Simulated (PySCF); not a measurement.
**NMR data sheet: C6H12O2Si**

```
Formula                               : C6H12O2Si
SMILES                                : O[SiH2]OC/C=C\C1CC1
Point group of the computed structure : C1
Degrees of unsaturation               : 2
Carbon signals                        : 5
Proton signals                        : 8
```

Numbering as in the mapped SMILES `[OH:1][SiH2:2][O:3][CH2:4]/[CH:5]=[CH:6]\[CH:7]1[CH2:8][CH2:9]1` (H(Xn): hydrogen on atom n). Ha(C8), Ha(C9) are cis to C6 on the ring; Hb(C8), Hb(C9) are trans to C6 on the ring.

[PySCF 2.14.0 with density-fitted response routines: geometry: GFN2-xTB; GIAO PBE0/pcSseg-1 shieldings; no relativistic terms; no solvent model; one computed conformer; rapidly exchanging positions averaged]

Chemical shifts δ = σref − σ; 1H (31.72 ppm), 13C (186.93 ppm), 29Si (349.16 ppm) against TMS; H2O for 17O (336.08 ppm), all at this level.

| carbon | δC, type | δH (multiplicity) | HMBC from (2–3 bonds) | span of the C tensor (ppm) |
| --- | --- | --- | --- | --- |
| C4 | 62.0, CH2 | 4.86 (d) | H(C5), H(Si2), H(C6) | 56 |
| C5 | 137.0, CH | 5.85 (m) | H(C6), H(C4), H(C7) | 187 |
| C6 | 140.4, CH | 4.86 (m) | H(C5), H(C4), H(C7), Hb(C8)/Hb(C9), Ha(C8)/Ha(C9) | 202 |
| C7 | 14.4, CH | 1.15 (m) | H(C5), H(C6), Hb(C8)/Hb(C9), Ha(C8)/Ha(C9) | 83 |
| C8/C9 | 9.2, CH2 | Ha(C8) 0.31 (m); Hb(C8) 0.78 (m) | H(C6), H(C7), Hb(C8)/Hb(C9), Ha(C8)/Ha(C9) | 60 |

Other nuclei:
| atoms | nucleus | environment | δ (ppm) | σ (ppm) |
| --- | --- | --- | --- | --- |
| H(Si2) | 1H | hydrogen on a silicon bonded to 2 O | 5.05 | 26.66 |
| H(O1) | 1H | hydrogen on an oxygen bonded to Si | 1.45 | 30.27 |
| Si2 | 29Si | silicon bonded to 2 O, 2 H | -28.9 | 378.0 |
| O3 | 17O | oxygen bonded to C, Si | 37.9 | 298.2 |
| O1 | 17O | oxygen bonded to Si, H | 26.4 | 309.6 |

1. Carbon types of the structure: 3 × CH, 3 × CH2, leaving 3 H on heteroatoms.
2. δC 140.4, 137.0: alkene CH; the olefinic region.
3. δC 62.0: allylic sp3 CH2 bonded to O; the inductive effect lowers its shielding.
4. δH 4.86: hydrogen on an allylic sp3 CH2 bonded to O; its carbon carries O, which withdraws density.
5. δH 1.45: hydrogen on an oxygen bonded to Si; exchangeable, gas-phase position.
6. δH 1.15, 0.78, 0.31: hydrogen on a three-membered-ring carbon; cyclopropane-type protons are shielded by the ring.

OH and NH positions are those of a molecule without intermolecular hydrogen bonds; in solution they move with solvent, concentration and temperature, and exchange usually removes their couplings. Shifts are as computed. Against solution values, carbons near 30 ppm lie about +3 ppm off and those near 130 ppm about +5 ppm. Of 1211 compounds with measured shifts, 218 miss one by over three times the rms of a fit or turn the order of signals round; such compounds aren't used in these exercises. Experimental scales use liquid or dissolved standards, which lie at an offset from isolated H2O (liquid H2O: subtract about 36 ppm). No couplings were computed; multiplicities are counted from neighbouring protons, with m where these are inequivalent, close in shift, in a saturated or five-membered ring or joined by F or P, and br s for small geminal =CH2 splittings.
